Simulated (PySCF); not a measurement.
C₃H₃N₂, SMILES N1C=C[N]C=1, multiplicity 2. Atoms are numbered in the order given.

```xyz
8

C      0.0000    -0.7422    -0.8789
C      0.0000     0.7422    -0.8789
N      0.0000     1.1737     0.3748
C      0.0000     0.0000     1.0987
N      0.0000    -1.1737     0.3748
H      0.0000    -1.4211    -1.7461
H      0.0000     1.4211    -1.7461
H      0.0000     0.0000     2.2000
```
Charge 0, spin multiplicity 2.

Geometry optimised at PBE-D3(BJ)/def2-SVP. The isomer is the one that the SMILES or the coordinates give; other isomers of the formula were not compared.

All values below come from PBE/def2-TZVP run with PySCF.

ESP charges are fitted to the potential on shells at 1.4 to 2.0 van der Waals radii. Atomic charges (e):

```json
[
 {"atom": "C1", "Löwdin": "-0.19", "ESP fit": "0.18", "Mulliken spin": "0.34"},
 {"atom": "C2", "Löwdin": "-0.19", "ESP fit": "0.18", "Mulliken spin": "0.34"},
 {"atom": "N3", "Löwdin": "0.09", "ESP fit": "-0.59", "Mulliken spin": "-0.06"},
 {"atom": "C4", "Löwdin": "-0.21", "ESP fit": "0.64", "Mulliken spin": "0.49"},
 {"atom": "N5", "Löwdin": "0.09", "ESP fit": "-0.59", "Mulliken spin": "-0.06"},
 {"atom": "H6", "Löwdin": "0.14", "ESP fit": "0.09", "Mulliken spin": "-0.02"},
 {"atom": "H7", "Löwdin": "0.14", "ESP fit": "0.09", "Mulliken spin": "-0.02"},
 {"atom": "H8", "Löwdin": "0.13", "ESP fit": "0.02", "Mulliken spin": "-0.02"}
]
```

Q: Give the Mayer and Wiberg (Löwdin basis) orders of the bonds. (The exact figures need the calculation; the answer reports its results.)

A: 
```
bond   Mayer  Wiberg
-----  -----  ------
C1–C2   1.16    1.34
C2–N3   1.66    1.93
N3–C4   1.33    1.65
C1–N5   1.66    1.93
C4–N5   1.33    1.65
C1–H6   0.94    0.88
C2–H7   0.94    0.88
C4–H8   0.95    0.88
```
